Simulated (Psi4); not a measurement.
Cl$_{2}$OTa, doublet, geometry from GFN2-xTB (such geometries of metal compounds can be far from the true shape) (the multiplicity is a formal guess) (core potentials on Ta); M06/def2-SV(P) run with Psi4.

The Psi4 input:
```
memory 2 GB

molecule {
0 2
Ta   -0.16574154   -0.14786871   -0.03004615
O    -1.42197494   -1.26863555   -0.25778010
Cl   -0.33742720    1.93896960   -0.71580246
Cl    1.71830554   -0.70699898    0.96613244
}

set {
  basis def2-sv(p)
  reference uks
}

energy('m06')
print_variables()
```

Write the output that Psi4 gives for this input, abridged.


```
   => Loading Basis Set <=

    Name: DEF2-SV(P)
    Role: ORBITAL
    Keyword: BASIS

    !!!  WARNING: ECP capability is in beta. Please check occupations closely.  !!!

         ---------------------------------------------------------
                                   SCF
               by Justin Turney, Rob Parrish, Andy Simmonett
                          and Daniel G. A. Smith
                              UKS Reference
         ---------------------------------------------------------

  ==> Geometry <==

    Molecular point group: cs
    Full point group: Cs

    Geometry (in Angstrom), charge = 0, multiplicity = 2:

       Center              X                  Y                   Z               Mass
    ------------   -----------------  -----------------  -----------------  -----------------
         TA          -0.147277520279    -0.137671293505     0.000000000000   180.947995800000
         O           -1.388340719203    -1.297785750435     0.000000000000    15.994914619570
         CL          -0.581545699035     2.022431241922     0.000000000000    34.968852682000
         CL           1.978673704112    -0.716431376072     0.000000000000    34.968852682000

  Running in cs symmetry.

  Rotational constants: A =      0.13060  B =      0.06859  C =      0.04497 [cm^-1]
  Rotational constants: A =   3915.39107  B =   2056.36984  C =   1348.26096 [MHz]
  Nuclear repulsion =  221.468029662117999

  Charge       = 0
  Multiplicity = 2
  Electrons    = 55
  Nalpha       = 28
  Nbeta        = 27

  ==> Algorithm <==

  SCF Algorithm Type is DF.
  DIIS enabled.
  MOM disabled.
  Fractional occupation disabled.
  Guess Type is SAD.
  Energy threshold   = 1.00e-06
  Density threshold  = 1.00e-06
  Integral threshold = 1.00e-12

  ==> Primary Basis <==

  Basis Set: DEF2-SV(P)
    Blend: DEF2-SV(P)
    Number of shells: 33
    Number of basis functions: 75
    Number of Cartesian functions: 80
    Spherical Harmonics?: true
    Max angular momentum: 2

  Core potential: DEF2-SV(P)
    Number of shells: 4
    Number of ECP primitives: 10
    Number of ECP core electrons: 60
    Max angular momentum: 3

  ==> DFT Potential <==

   => LibXC <=

    Version 7.1.2
    S. Lehtola, C. Steigemann, M. J. T. Oliveira, and M. A. L. Marques,  SoftwareX 7, 1–5 (2018) (10.1016/j.softx.2017.11.002)

   => Composite Functional: M06 <=

    M06 Meta-GGA XC Functional  (10.1007/s00214-007-0310-x)
    Y. Zhao and D. G. Truhlar,  Theor. Chem. Acc., 120, 215, 2008

    Deriv               =              1
    GGA                 =           TRUE
    Meta                =           TRUE

    Exchange Hybrid     =           TRUE
    MP2 Hybrid          =          FALSE

   => Exchange Functionals <=

    1.0000   XC_HYB_MGGA_X_M06

   => Exact (HF) Exchange <=

    0.2700               HF

   => Correlation Functionals <=

    1.0000    XC_MGGA_C_M06

   => LibXC Density Thresholds  <==

    XC_MGGA_C_M06:  1.00E-12
    XC_HYB_MGGA_X_M06:  1.00E-15

   => Molecular Quadrature <=

    Radial Scheme          =       TREUTLER
    Pruning Scheme         =           NONE
    Nuclear Scheme         =       TREUTLER

    Blocking Scheme        =         OCTREE
    BS radius alpha        =              1
    Pruning alpha          =              1
    Radial Points          =             75
    Spherical Points       =            302
    Total Points           =          86598
    Total Blocks           =            748
    Max Points             =            255
    Max Functions          =             72
    Weights Tolerance      =       1.00E-15

   => Loading Basis Set <=

    Name: (DEF2-SV(P) AUX)
    Role: JKFIT
    Keyword: DF_BASIS_SCF

  ==> Integral Setup <==

  SCF_SUBTYPE=INCORE selected. In-core MEM_DF algorithm will be used.
  Using in-core AOs.

  ==> MemDFJK: Density-Fitted J/K Matrices <==

    J tasked:                   Yes
    K tasked:                   Yes
    wK tasked:                   No
    Algorithm:                 Core
[...]
    Occupation by irrep:
             Ap   App
    DOCC [    21,    6 ]
    SOCC [     0,    1 ]
    NA   [    21,    7 ]
    NB   [    21,    6 ]

   @DF-UKS iter   1: -1051.97104149401252   -3.20374e-01   1.57272e-02 DIIS/ADIIS
    Occupation by irrep:
             Ap   App
    DOCC [    21,    6 ]
    SOCC [     1,    0 ]
    NA   [    22,    6 ]
    NB   [    21,    6 ]

   @DF-UKS iter   2: -1047.23739995927554    4.73364e+00   4.53735e-02 DIIS/ADIIS
   @DF-UKS iter   3: -1052.26251881415601   -5.02512e+00   6.63736e-03 DIIS/ADIIS
   @DF-UKS iter   4: -1052.30887023321952   -4.63514e-02   3.48537e-03 DIIS/ADIIS
   @DF-UKS iter   5: -1052.33048158401471   -2.16114e-02   9.99933e-04 DIIS/ADIIS
   @DF-UKS iter   6: -1052.33203165913005   -1.55008e-03   4.41942e-04 DIIS/ADIIS
   @DF-UKS iter   7: -1052.33231094757866   -2.79288e-04   6.83093e-05 DIIS
   @DF-UKS iter   8: -1052.33231747684681   -6.52927e-06   2.48650e-05 DIIS
   @DF-UKS iter   9: -1052.33231867629684   -1.19945e-06   7.39463e-06 DIIS
   @DF-UKS iter  10: -1052.33231885224791   -1.75951e-07   2.32804e-06 DIIS
   @DF-UKS iter  11: -1052.33231888780142   -3.55535e-08   1.12733e-06 DIIS
   @DF-UKS iter  12: -1052.33231889490798   -7.10656e-09   2.38456e-07 DIIS
  Energy and wave function converged.

  ==> Post-Iterations <==

   Electrons on quadrature grid:
      Nalpha   =   27.9999941057 ; deviation = -5.894e-06
      Nbeta    =   26.9999944342 ; deviation = -5.566e-06
      Ntotal   =   54.9999885399 ; deviation = -1.146e-05

   @Spin Contamination Metric:   1.762888807E-03
   @S^2 Expected:                7.500000000E-01
   @S^2 Observed:                7.517628888E-01
   @S   Expected:                5.000000000E-01
   @S   Observed:                5.000000000E-01

    Orbital Energies [Eh]
    ---------------------

    Alpha Occupied:

[...]
      22Ap    -0.253301

    Alpha Virtual:

[...]
    Beta Occupied:

[...]
    Beta Virtual:

[...]
    Final Occupation by Irrep:
             Ap   App
    DOCC [    21,    6 ]
    SOCC [     1,    0 ]
    NA   [    22,    6 ]
    NB   [    21,    6 ]

  @DF-UKS Final Energy: -1052.33231889490798

   => Energetics <=

    Nuclear Repulsion Energy =            221.4680296621179991
    One-Electron Energy =               -1910.1608380379843766
    Two-Electron Energy =                 689.4110680468832015
    DFT Exchange-Correlation Energy =     -53.0505785659248090
    Empirical Dispersion Energy =           0.0000000000000000
    VV10 Nonlocal Energy =                  0.0000000000000000
    Total Energy =                      -1052.3323188949079849

  UHF NO Occupations:
  HONO-2 :    5App 1.9997238
  HONO-1 :    6App 1.9996050
  HONO-0 :   22 Ap 1.0000000
  LUNO+0 :    7App 0.0003950
  LUNO+1 :    8App 0.0002762
  LUNO+2 :   23 Ap 0.0000692
  LUNO+3 :    9App 0.0000458

Computation Completed

Properties will be evaluated at   0.000000,   0.000000,   0.000000 [a0]

Properties computed using the SCF density matrix

 Multipole Moments:

 ------------------------------------------------------------------------------------
     Multipole            Electronic (a.u.)      Nuclear  (a.u.)        Total (a.u.)
 ------------------------------------------------------------------------------------

 L = 1.  Multiply by 2.5417464519 to convert [e a0] to [Debye]
 Dipole X            :        -19.7802400           20.2764638            0.4962239
 Dipole Y            :        -18.4900653           18.9539245            0.4638592
 Dipole Z            :          0.0000000            0.0000000            0.0000000
 Magnitude           :                                                    0.6792669

 ------------------------------------------------------------------------------------

  Variable Map:
  ----------------------------------------------------------------------------
[...]
  Array Variable Map:
  ----------------------------------------------------------------------------
[...]
[...]
```
